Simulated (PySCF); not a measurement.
Isomers of C7H10, mass 94.078 u with the commonest isotopes. Method: PBE0/def2-SVPD in PySCF (dipole) on a GFN2-xTB geometry, gas phase. One conformer each, none proved a minimum here; rigid rotors.

Question: Order these by dipole moment, largest first.
A. `[CH2:1]=[CH:2][C@H:3]([CH3:4])[C:5]#[C:6][CH3:7]` with C1–C2–C3–C4 -119°
B. `[CH3:1][CH2:2][C:3]1=[CH:4][CH:5]=[CH:6][CH2:7]1` with C1–C2–C3–C4 -119°
C. `[CH2:1]=[C:2]([CH3:3])[C@@H:4]1[C@@H:5]2[CH2:6][C@H:7]12` with C1–C2–C4–C5 104°

Answer: C (0.85 D), B (0.73 D), A (0.44 D).

Question: Order these by out-of-plane moment Σ m c² = (Ia + Ib − Ic)/2, largest first.
A. `[CH3:1][CH2:2][C:3]1=[CH:4][CH:5]=[CH:6][CH2:7]1` with C1–C2–C3–C4 -119°
B. `[CH2:1]=[CH:2][C@H:3]([CH3:4])[C:5]#[C:6][CH3:7]` with C1–C2–C3–C4 -119°
C. `CC1=CC=C(C)C1`
D. `[CH2:1]=[C:2]([CH3:3])[C@@H:4]1[C@@H:5]2[CH2:6][C@H:7]12` with C1–C2–C4–C5 104°

Answer: D (32.51 u·Å²), A (15.46 u·Å²), B (13.90 u·Å²), C (4.68 u·Å²).

Question: Order these by rotational constant C, largest first.
A. `[CH2:1]=[CH:2][C@H:3]([CH3:4])[C:5]#[C:6][CH3:7]` with C1–C2–C3–C4 -119°
B. `CC1=CC=C(C)C1`
C. `[CH3:1][CH2:2][C:3]1=[CH:4][CH:5]=[CH:6][CH2:7]1` with C1–C2–C3–C4 -119°
D. `[CH2:1]=[C:2]([CH3:3])[C@@H:4]1[C@@H:5]2[CH2:6][C@H:7]12` with C1–C2–C4–C5 104°

Answer: D (1874 MHz), C (1566 MHz), B (1505 MHz), A (1119 MHz).

```json
{"SMILES": "C=C(C)[C@@H]1[C@@H]2C[C@@H]21", "point group": "C1", "Ia (u·Å²)": "101.15", "Ib (u·Å²)": "233.51", "Ic (u·Å²)": "269.63", "κ": "-0.81", "μa (D)": "0.54", "μb (D)": "0.60", "μc (D)": "0.25"}
{"SMILES": "C=C[C@H](C)C#CC", "point group": "C1", "Ia (u·Å²)": "110.58", "Ib (u·Å²)": "369.00", "Ic (u·Å²)": "451.79", "κ": "-0.85", "μa (D)": "0.40", "μb (D)": "0.16", "μc (D)": "0.05"}
{"SMILES": "CCC1=CC=CC1", "point group": "C1", "Ia (u·Å²)": "79.82", "Ib (u·Å²)": "273.73", "Ic (u·Å²)": "322.64", "κ": "-0.88", "μa (D)": "0.61", "μb (D)": "0.37", "μc (D)": "0.15"}
{"SMILES": "CC1=CC=C(C)C1", "point group": "C2v", "Ia (u·Å²)": "78.40", "Ib (u·Å²)": "266.76", "Ic (u·Å²)": "335.80", "κ": "-0.84", "μa (D)": "0.00", "μb (D)": "0.74", "μc (D)": "0.00"}
```
